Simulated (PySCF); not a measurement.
F2S, charge +1, multiplicity 2. Atoms are numbered in the order given.

```xyz
3

F      0.0000    -1.1796    -0.4490
S      0.0000     0.0000     0.5052
F      0.0000     1.1796    -0.4490
```
Charge +1, spin multiplicity 2.

Coordinates come from a B3LYP-D3(BJ)/def2-TZVP optimisation. The spin state was assumed, not searched.

Computed with r2SCAN/def2-TZVPD run with PySCF.

Mulliken values depend strongly on the basis, most of all with diffuse functions as here. ESP charges are fitted to the potential on shells at 1.4 to 2.0 van der Waals radii. Atomic charges (e):

```
atom  ESP fit  meta-Löwdin  Mulliken  Mulliken spin
----  -------  -----------  --------  -------------
F1       0.07        -0.23      0.03           0.08
S2       0.87         1.45      0.95           0.83
F3       0.07        -0.23      0.03           0.08
```
